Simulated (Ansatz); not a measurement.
Input for Ansatz (a program for electronic structure): R-SVWN5/def2-TZVPP on BClFHSe (SMILES FB(Cl)[SeH]), a point of a torsion scan.

Ansatz 0.2 input:
```yaml
crystal:
  periodic: [false, false, false]
  atoms:
    - {symbol: F, position_ang: [-0.84501597, 1.38202395, -0.05719767]}
    - {symbol: B, position_ang: [-0.55267769, 0.09881463, 0.07650400]}
    - {symbol: Cl, position_ang: [-1.79750462, -1.06228504, -0.09208822]}
    - {symbol: Se, position_ang: [1.25879542, -0.39204344, 0.45371914]}
    - {symbol: H, position_ang: [1.78241227, 0.95192619, 0.47295859]}
basis:
  gaussian:
    orbitals: def2-TZVPP
hamiltonian:
  xc: {name: SVWN5}
scf: {lower_state_search: off}
```

The head of its log:

```
WARN ansatz: RAYON_NUM_THREADS=1 ignored (pool sized by the plan → 1); use --threads N
Functional definition: SVWN5
these checks for a lower state are left out or cut short: stability, starts, cluster_reference, orbital_swaps, neighbouring_geometries, increment
integrals: 0.09 GiB planned
1065 factors; their error is unknown
mean field: 0.56 GiB planned
mean field evaluation 1: about -81126.9207 eV, gradient 3.7e1 eV
mean field evaluation 2: about -81120.9156 eV, gradient 6.9e1 eV
```

Task: Give the final energy of this run.

Result: -2981.4469 hartree.
